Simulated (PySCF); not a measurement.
What settings do to a single point of Ce2O3

The sound run of Ce2O3 (singlet in the valence; each metal's 4f electrons, 1 of them, lie in its core potential, out of spins and levels; a saddle point, relaxed within its symmetry) uses PySCF 2.14.0, RKS PBE, Ce lcecp-1-SVP with ECP47, O def2-SVP; non-relativistic Hamiltonian with scalar-relativistic core potentials where named; density fitting; no spin-orbit coupling, grid (50, 194), threshold 1e-8 Eh and 55 cycles, at the relaxed geometry:

```xyz
5

Ce   -0.5715   -0.0110    2.1347
Ce   -0.5715   -0.0110   -2.1347
O    -1.0219   -0.0197    0.0000
O     1.3431    0.0259    2.3652
O     1.3431    0.0259   -2.3652
```

There Ce1 has a Mulliken charge of 0.73 e and the dipole about the centre of mass is 11.43 D. Each run below changes one thing and starts from free metal ions and neutral atoms unless it says otherwise; with 55 cycles, smearing, a level shift and second-order steps follow where DIIS fails, and their cycles count. Energy shifts count from the sound run. On f atoms grids over 110 angular points are at least (60, 302).

```json
{"change": "start from a density of up to 30 smeared cycles (not counted)", "outcome": "converged", "cycles": "11", "energy shift (eV)": "0.0000", "largest force component (eV/Å)": "0.01", "charge on Ce1 (e)": "0.73", "dipole about the centre of mass (D)": "11.43"}
{"change": "grid (15, 26)", "outcome": "converged", "cycles": "13", "energy shift (eV)": "1.03", "largest force component (eV/Å)": "7.91", "charge on Ce1 (e)": "0.60", "dipole about the centre of mass (D)": "11.33"}
{"change": "cycle limit 3", "outcome": "not converged", "cycles": "3", "energy shift (eV)": "–", "largest force component (eV/Å)": "–", "charge on Ce1 (e)": "–", "dipole about the centre of mass (D)": "–"}
```

(1) How does the run with this change end: threshold 1e-05?

Unsound on purpose, so not properties of the compound: grid (15, 26).

Forces carry noise of the integration grid, about 0.01 to 0.03 eV/Å.

An lcecp potential fixes the number of 4f electrons, so in runs with it no electron can move into or out of that shell.

## Answers

(1) outcome converged, cycles 11, energy shift (eV) 0.0001, largest force component (eV/Å) 0.02, charge on Ce1 (e) 0.74, dipole about the centre of mass (D) 11.47.
